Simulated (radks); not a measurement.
The mean radii <r> (bohr) of the occupied orbitals of an atom or ion are listed with their occupations. Method: Dirac Kohn-Sham, PBE, spin-unpolarised, spherical densities, finite nucleus; Fermi nuclear charge, rms radius of each element as measured or else 0.836 A^(1/3) + 0.57 fm; computed with a radial shooting solver on a logarithmic mesh with Libxc functionals.

| orbital | occ. | <r> |
|---|---|---|
| 1s1/2 | 2 | 0.03111 |
| 2s1/2 | 2 | 0.1333 |
| 2p1/2 | 2 | 0.1130 |
| 2p3/2 | 4 | 0.1179 |
| 3s1/2 | 2 | 0.3341 |
| 3p1/2 | 2 | 0.3203 |
| 3p3/2 | 4 | 0.3282 |

Name the element and its charge. Open shells, if any, fill j = l - 1/2 first.

Answer. Z = 47, silver, charge +29: Ag29+ in [Ar]. The 1s radius gives Z: for a bare nucleus <r> = (2 gamma + 1)/(2Z) with gamma = sqrt(1 - (Z/c)^2), 0.03062 bohr for Z = 47, and screening makes it slightly larger (0.03111 here). The occupations add up to 18, and the charge is Z minus that.
